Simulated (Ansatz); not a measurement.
The inner images of a band of C$_{2}$H$_{7}$BOS (12 atoms, charge 0, multiplicity 1) are given out of order.

Method: RKS B3LYP-D4/def2-SVP (Ansatz).

First end point:

```xyz
12
Properties=species:S:1:pos:R:3
C -2.135 0.297 0.206
O -0.826 0.002 0.651
B 0.174 -0.375 -0.169
C 1.626 -0.516 0.416
S 2.471 1.038 -0.143
H -2.269 0.048 -0.860
H -2.859 -0.277 0.807
H -2.338 1.370 0.351
H -0.047 -0.559 -1.351
H 2.204 -1.389 0.082
H 1.646 -0.470 1.515
H 2.429 0.776 -1.471
```

Last end point:

```xyz
12
Properties=species:S:1:pos:R:3
C -1.974 0.490 -0.069
O -0.561 0.454 -0.007
B 0.168 -0.674 0.020
C 1.739 -0.604 0.070
S 2.502 1.044 0.337
H -2.405 -0.524 -0.116
H -2.363 1.009 0.822
H -2.282 1.057 -0.962
H -0.392 -1.752 -0.027
H 2.124 -1.059 -0.862
H 2.091 -1.269 0.878
H 1.430 1.773 -0.050
```

Put them in order from the first end to the last, with their energies above the first end.
A.
```xyz
12
Properties=species:S:1:pos:R:3
C -1.997 0.512 0.033
O -0.584 0.471 0.106
B 0.141 -0.647 -0.060
C 1.707 -0.625 0.094
S 2.518 0.999 0.365
H -2.409 -0.410 -0.411
H -2.414 0.640 1.045
H -2.298 1.377 -0.577
H -0.419 -1.691 -0.340
H 2.173 -1.161 -0.751
H 1.946 -1.238 0.983
H 1.714 1.718 -0.452
```
B.
```xyz
12
Properties=species:S:1:pos:R:3
C -2.013 0.550 0.222
O -0.610 0.418 0.348
B 0.101 -0.582 -0.198
C 1.654 -0.690 0.060
S 2.556 0.887 0.344
H -2.423 -0.159 -0.516
H -2.490 0.366 1.198
H -2.248 1.579 -0.090
H -0.470 -1.418 -0.872
H 2.156 -1.287 -0.718
H 1.779 -1.259 1.001
H 2.087 1.539 -0.745
```
C.
```xyz
12
Properties=species:S:1:pos:R:3
C -1.983 0.505 -0.017
O -0.569 0.466 0.044
B 0.154 -0.665 -0.013
C 1.724 -0.618 0.078
S 2.511 1.018 0.346
H -2.406 -0.478 -0.280
H -2.381 0.819 0.961
H -2.289 1.247 -0.771
H -0.410 -1.732 -0.161
H 2.144 -1.111 -0.819
H 2.029 -1.261 0.923
H 1.551 1.755 -0.257
```
D.
```xyz
12
Properties=species:S:1:pos:R:3
C -2.012 0.525 0.107
O -0.602 0.460 0.209
B 0.121 -0.622 -0.122
C 1.682 -0.642 0.093
S 2.526 0.963 0.382
H -2.417 -0.310 -0.489
H -2.456 0.493 1.116
H -2.292 1.480 -0.363
H -0.438 -1.602 -0.579
H 2.183 -1.208 -0.711
H 1.860 -1.233 1.012
H 1.922 1.641 -0.621
```
E.
```xyz
12
Properties=species:S:1:pos:R:3
C -2.103 0.326 0.208
O -0.800 -0.005 0.643
B 0.170 -0.432 -0.187
C 1.634 -0.579 0.367
S 2.410 1.068 0.007
H -2.353 -0.168 -0.746
H -2.825 0.014 0.979
H -2.187 1.418 0.075
H -0.088 -0.655 -1.355
H 2.243 -1.379 -0.077
H 1.666 -0.667 1.463
H 2.310 1.005 -1.342
```
F.
```xyz
12
Properties=species:S:1:pos:R:3
C -2.047 0.476 0.202
O -0.661 0.331 0.435
B 0.120 -0.554 -0.203
C 1.655 -0.643 0.162
S 2.513 0.985 0.292
H -2.401 -0.207 -0.589
H -2.597 0.265 1.133
H -2.257 1.516 -0.095
H -0.375 -1.291 -1.037
H 2.215 -1.310 -0.510
H 1.742 -1.073 1.176
H 2.172 1.449 -0.933
```
G.
```xyz
12
Properties=species:S:1:pos:R:3
C -2.074 0.400 0.216
O -0.731 0.151 0.579
B 0.144 -0.501 -0.204
C 1.646 -0.620 0.266
S 2.461 1.039 0.164
H -2.382 -0.213 -0.648
H -2.724 0.172 1.075
H -2.198 1.465 -0.039
H -0.236 -0.975 -1.258
H 2.237 -1.356 -0.299
H 1.705 -0.880 1.335
H 2.230 1.263 -1.151
```

E (+0.018 eV), G (+0.082 eV), F (+0.114 eV), B (+0.100 eV), D (+0.075 eV), A (+0.052 eV), C (+0.036 eV).

Run time: 2.1 min on 2 threads of AMD EPYC 9R45 96-Core Processor (Zen 5) (shared host), peak memory 0.26 GiB.
